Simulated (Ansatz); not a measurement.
Calculated with Ansatz (gas phase, PBE0-D4/def2-TZVP geometries, no zero-point term in ΔE). CCSD(T)/CBS adds triple-zeta CCSD(T) − MP2 to the extrapolated MP2 energy (def2 sets, frozen cores). DFT in def2-TZVPP. B3LYP here is the variant with VWN-RPA as its local correlation; programs differ in this. Each species was taken in one conformer, which may not be the lowest.

`N[SiH]([SiH3])BF` + `BO[SiH3]` → `BO[SiH](N)[SiH3]` + `FB[SiH3]`  (redistribution)

```csv
level,ΔE (kJ/mol),difference from CCSD(T)/CBS
PBE-D4,-20.9,-0.5
r2SCAN-D4,-20.1,0.3
PBE0-D4,-20.8,-0.4
B3LYP-D4,-19.9,0.5
B2PLYP,-18.6,1.8
r2SCAN,-19.7,0.7
B3LYP,-17.5,2.9
HF/def2-TZVPP,-15.7,4.7
MP2/def2-TZVPP,-19.3,1.1
CCSD/def2-TZVPP,-20.5,-0.1
CCSD(T)/def2-TZVPP,-21.3,-0.9
MP2/def2-QZVPP,-18.7,1.7
SCS-MP2/def2-QZVPP,-17.7,2.7
HF/CBS(def2),-15.4,5.0
MP2/CBS(def2),-18.4,2.0
CCSD/CBS(def2),-19.6,0.8
CCSD(T)/CBS,-20.4,0
```

Largest T1 diagnostic among the species: 0.014.

In def2-TZVPP, CCSD(T) changes the Hartree–Fock value by −5.5 kJ/mol (the triples alone add −0.8 kJ/mol) and MP2 by −3.6 kJ/mol.
